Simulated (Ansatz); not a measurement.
`N[Si](N)(N)Cl` and `N[Si](N)(N)O` differ in one atom or group.

Ansatz, PBE0-D4/def2-TZVP geometries, multiplicity 1. Each molecule was computed in one conformer, which needn't be the lowest.

```
                             property  `N[Si](N)(N)Cl`
    HOMO energy (PBE/def2-TZVPP) / eV            -6.01
   LUMO energy (PBE0/def2-TZVPP) / eV             0.81
  HOMO–LUMO gap (PBE/def2-TZVPP) / eV             5.99
 HOMO–LUMO gap (PBE0/def2-TZVPP) / eV             8.26
HOMO–LUMO gap (B3LYP/def2-TZVPP) / eV             7.65
    LUMO energy (PBE/def2-TZVPP) / eV            -0.02
```

Give the same properties after the change, and the shifts. (Estimate.)

Computed: 
```json
{"property": "HOMO energy (PBE/def2-TZVPP) / eV", "`N[Si](N)(N)O`": "-5.35", "shift": "0.66"}
{"property": "LUMO energy (PBE0/def2-TZVPP) / eV", "`N[Si](N)(N)O`": "0.78", "shift": "-0.03"}
{"property": "HOMO–LUMO gap (PBE/def2-TZVPP) / eV", "`N[Si](N)(N)O`": "5.30", "shift": "-0.69"}
{"property": "HOMO–LUMO gap (PBE0/def2-TZVPP) / eV", "`N[Si](N)(N)O`": "7.59", "shift": "-0.67"}
{"property": "HOMO–LUMO gap (B3LYP/def2-TZVPP) / eV", "`N[Si](N)(N)O`": "6.98", "shift": "-0.67"}
{"property": "LUMO energy (PBE/def2-TZVPP) / eV", "`N[Si](N)(N)O`": "-0.05", "shift": "-0.03"}
```

The zero-point energy changes by 36.6 kJ/mol with +3 modes.

B3LYP here is the variant with VWN-RPA as its local correlation; programs differ in this.
